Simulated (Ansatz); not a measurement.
Relaxation of C₂H₆BFOSi (12 atoms, charge 0, multiplicity 1), to a largest force component of 0.02 eV/Å in at most 40 steps.

Computed with RKS PBE-D4/STO-3G in Ansatz.

```xyz
12
Properties=species:S:1:pos:R:3:forces:R:3
O -1.293 -1.326 0.740 -4.47 3.80 2.83
C -0.574 -0.694 -0.280 -1.90 -2.03 -2.12
Si 1.129 -0.419 0.262 2.72 -0.13 1.29
C 0.586 1.284 0.000 -3.03 2.67 1.49
B -0.979 0.854 -0.481 -0.71 2.23 -0.06
F -2.170 1.590 -0.869 4.28 -2.73 1.41
H -1.110 -2.249 0.706 1.39 -5.26 -0.65
H -0.597 -1.229 -1.248 -0.34 -0.43 -0.79
H 1.371 -0.715 1.740 -0.02 -0.01 -1.58
H 2.155 -0.819 -0.710 0.10 -0.15 0.49
H 1.048 1.798 -0.786 1.53 1.89 -1.31
H 0.511 1.869 0.961 0.44 0.14 -1.01
```

Q: Where does it end, and by what steps?

A: The run converged. Limits of this set-up: minimal basis. After 14 steps the energy has fallen by 2.344 eV; F6 moved furthest, 1.09 Å.

```tsv
step	energy less start (eV)	largest force component (eV/Å)	accepted
0	0.0000	5.265	yes
1	-1.9767	1.940	yes
2	-2.2043	0.592	yes
3	-2.2303	0.194	yes
4	-2.2427	0.175	yes
5	-2.2564	0.520	yes
6	-2.2700	0.839	yes
7	-2.2962	0.422	yes
8	-2.3158	0.277	yes
9	-2.3262	0.362	yes
10	-2.3399	0.231	yes
11	-2.3425	0.177	yes
12	-2.3426	0.067	yes
13	-2.3439	0.021	yes
14	-2.3439	0.007	yes
```

```xyz
12
Properties=species:S:1:pos:R:3
O -1.632 -1.652 0.405
C -0.655 -0.767 -0.238
Si 1.112 -0.298 0.429
C 0.599 1.405 -0.219
B -0.896 0.827 -0.158
F -1.994 1.464 0.202
H -1.282 -2.588 0.120
H -0.480 -1.042 -1.312
H 1.256 -0.336 1.878
H 2.261 -0.942 -0.201
H 0.969 1.566 -1.247
H 0.821 2.306 0.375
```

Whether the end is a true minimum wasn't checked by a vibrational analysis.

Run time: 43 s on 1 thread of Arm Neoverse V1, with other jobs on the host, peak memory 0.17 GiB.
